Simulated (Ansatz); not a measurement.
Correlation energies of `N#C[Si](Cl)(C#N)C#N` by basis set

Cartesian coordinates in Å:
```
N -0.013 2.499 -1.405
C 0.119 1.478 -0.889
Si 0.344 -0.142 -0.077
Cl 2.157 -0.890 -0.486
C -0.965 -1.267 -0.672
N -1.782 -1.984 -1.051
C 0.132 0.084 1.722
N 0.009 0.222 2.858
```

Total charge 0; spin multiplicity 1. The structure was optimised at the PBE0-D4/def2-TZVP level. Frozen core, restricted reference, Ansatz 0.2.0. CBS rows extrapolate triple and quadruple zeta; past MP2 they add the triple-zeta difference.

| basis | HF (Eh) | MP2 corr. | CCSD corr. | (T) | CCSD(T) total |
| --- | --- | --- | --- | --- | --- |
| def2-SVP | ? | -1.04001 | -1.06226 | -0.04520 | ? |
| def2-TZVPP | -1025.56532 | ? | -1.30032 | -0.07130 | ? |
| def2-QZVPP | ? | -1.38061 | – | – | – |
| CBS(def2) | -1025.60153 | ? | -1.46332 | as TZ | ? |

Q: Fill in the withheld values. (Best estimate.)

A: The calculation gave: def2-SVP HF (Eh): -1024.97180; def2-SVP CCSD(T) total: -1026.07926; def2-TZVPP MP2 corr.: -1.28697; def2-TZVPP CCSD(T) total: -1026.93694; def2-QZVPP HF (Eh): -1025.59714; CBS(def2) MP2 corr.: -1.44997; CBS(def2) CCSD(T) total: -1027.13615.
